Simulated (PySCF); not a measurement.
C₂H₆Al, multiplicity 2. Atoms are numbered in the order given.

```xyz
9

Al     0.0000     0.0000    -0.6456
C      1.6861     0.0000     0.3895
H      2.5894     0.0000    -0.2208
H      1.7134     0.8814     1.0402
H      1.7134    -0.8814     1.0402
C     -1.6861     0.0000     0.3895
H     -1.7134    -0.8814     1.0402
H     -1.7134     0.8814     1.0402
H     -2.5894     0.0000    -0.2208
```
Charge 0, spin multiplicity 2.

Coordinates come from a B3LYP-D3(BJ)/def2-TZVP optimisation. The spin state was assumed, not searched. The isomer is the one that the SMILES or the coordinates give; other isomers of the formula were not compared.

Level of theory: r2SCAN/def2-TZVPD (PySCF).

Mulliken values depend strongly on the basis, most of all with diffuse functions as here. ESP charges are fitted to the potential on shells at 1.4 to 2.0 van der Waals radii. Atomic charges (e):

```csv
atom,meta-Löwdin,Mulliken,ESP fit,Mulliken spin
Al1,0.55,0.33,___,0.75
C2,-0.66,-0.75,___,0.12
H3,0.13,0.22,___,-0.03
H4,0.13,0.18,___,0.01
H5,0.13,0.18,___,0.01
C6,-0.66,-0.75,___,0.12
H7,0.13,0.18,___,0.01
H8,0.13,0.18,___,0.01
H9,0.13,0.22,___,-0.03
```

**Question.** Complete the blanks. (The exact figures need the calculation; the answer reports its results.)

**Answer.** 
- Al1, ESP fit: 0.00
- C2, ESP fit: 0.08
- H3, ESP fit: -0.07
- H4, ESP fit: -0.01
- H5, ESP fit: -0.01
- C6, ESP fit: 0.08
- H7, ESP fit: -0.01
- H8, ESP fit: -0.01
- H9, ESP fit: -0.07
